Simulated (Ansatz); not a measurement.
Consider the formal exchange of groups at the Si–S bond: `OCS[SiH2]S` + `[GaH3]` → `S[SiH2][GaH2]` + `OCS`.

Calculated with Ansatz (gas phase, PBE0-D4/def2-TZVP geometries, no zero-point term in ΔE). CBS: MP2 limit from def2 TZ/QZ plus the TZ coupled-cluster correction, frozen cores. DFT in def2-TZVPP. B3LYP here is the variant with VWN-RPA as its local correlation; programs differ in this. For Ga outer-core shells are correlated without core-valence functions, which leaves a few kJ/mol of doubt a bond. Scalar relativity is left out up to krypton. Each species was taken in one conformer, which may not be the lowest.

(1) Is it downhill or uphill in electronic energy at CCSD(T)/CBS, and by how much? (An estimate is asked.)

(2) What do these levels give: PBE-D4, PBE, B3LYP, HF/def2-TZVPP, HF/def2-QZVPP, CCSD/CBS(def2)? (An estimate is asked.)

Largest T1 diagnostic among the species: 0.013.

## Answers

(1) Computed: Uphill: ΔE = +56.8 kJ/mol.

(2) Ansatz gave: PBE-D4 55.5, PBE 49.8, B3LYP 49.2, HF/def2-TZVPP 51.5, HF/def2-QZVPP 51.7, CCSD/CBS(def2) 53.1 kJ/mol.

In def2-TZVPP, CCSD(T) changes the Hartree–Fock value by +4.2 kJ/mol (the triples alone add +3.6 kJ/mol) and MP2 by +13.9 kJ/mol. The D4 term adds +9.0 kJ/mol with B3LYP and +5.0 kJ/mol with PBE0; it sums over pairs of atoms, weighted by their polarisabilities, and B3LYP, whose exchange is more repulsive, gets the larger term.
